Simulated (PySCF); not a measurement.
**Magnetisability: SMILES B[AsH]CC=C, C3H8AsB**

Geometry:
```json
{"atom": "B1", "x (Å)": "2.897", "y (Å)": "0.057", "z (Å)": "0.363"}
{"atom": "As2", "x (Å)": "1.226", "y (Å)": "0.434", "z (Å)": "-0.609"}
{"atom": "C3", "x (Å)": "-0.178", "y (Å)": "-0.574", "z (Å)": "0.374"}
{"atom": "C4", "x (Å)": "-1.523", "y (Å)": "-0.328", "z (Å)": "-0.213"}
{"atom": "C5", "x (Å)": "-2.516", "y (Å)": "0.318", "z (Å)": "0.402"}
{"atom": "H6", "x (Å)": "3.765", "y (Å)": "0.895", "z (Å)": "0.399"}
{"atom": "H7", "x (Å)": "3.112", "y (Å)": "-1.061", "z (Å)": "0.764"}
{"atom": "H8", "x (Å)": "0.911", "y (Å)": "1.845", "z (Å)": "-0.158"}
{"atom": "H9", "x (Å)": "0.120", "y (Å)": "-1.629", "z (Å)": "0.270"}
{"atom": "H10", "x (Å)": "-0.148", "y (Å)": "-0.311", "z (Å)": "1.440"}
{"atom": "H11", "x (Å)": "-1.678", "y (Å)": "-0.692", "z (Å)": "-1.236"}
{"atom": "H12", "x (Å)": "-2.401", "y (Å)": "0.708", "z (Å)": "1.419"}
{"atom": "H13", "x (Å)": "-3.480", "y (Å)": "0.479", "z (Å)": "-0.087"}
```

Computed with GIAO BHandHLYP/pcSseg-1 magnetisability, rotational g tensor and spin-rotation constants, non-relativistic, gas phase in PySCF. Geometry: PBE0-D3(BJ)/def2-SVP.

The calculation is non-relativistic, which matters for the atoms heavier than Zn.

Task: What are the magnetisability and the molar susceptibility?

Result: Isotropic -1041 × 10⁻³⁰ J/T², or -62.7 × 10⁻⁶ cm³/mol; principal values -1207, -977, -940 × 10⁻³⁰ J/T², anisotropy 251 × 10⁻³⁰ J/T² (root of half the summed squared differences of the principal values). The susceptibility is in cgs units.

Task: Split it along the inertial axes a, b, c into diamagnetic and paramagnetic parts about the centre of mass, with the quadrupole moment.

Result: 
| axis | χ (10⁻⁶ cm³/mol) | diamagnetic (10⁻⁶ cm³/mol) | paramagnetic (10⁻⁶ cm³/mol) | summed x² of all electrons (Å²) | quadrupole Θ (D Å) |
| --- | --- | --- | --- | --- | --- |
| a | -65.5 | -223.8 | 158.3 | 188.1 | -1.23 |
| b | -61.1 | -886.0 | 824.9 | 32.0 | -1.12 |
| c | -61.6 | -933.4 | 871.9 | 20.8 | +2.35 |

Anisotropies 2χaa − χbb − χcc = -8.3 and 2χbb − χaa − χcc = +4.9 × 10⁻⁶ cm³/mol. Θ is traceless in Buckingham's convention.

Task: And the rotational g tensor?

Result: 
```csv
axis,rotational constant (GHz),g,nuclear part,electronic part
a,9.9634,-0.0724,0.6685,-0.7409
b,1.5122,-0.0142,0.5719,-0.5860
c,1.4216,-0.0143,0.5680,-0.5823
```
Asymmetric top; isotopes 75As, 11B, 12C, 1H; no vibrational averaging.
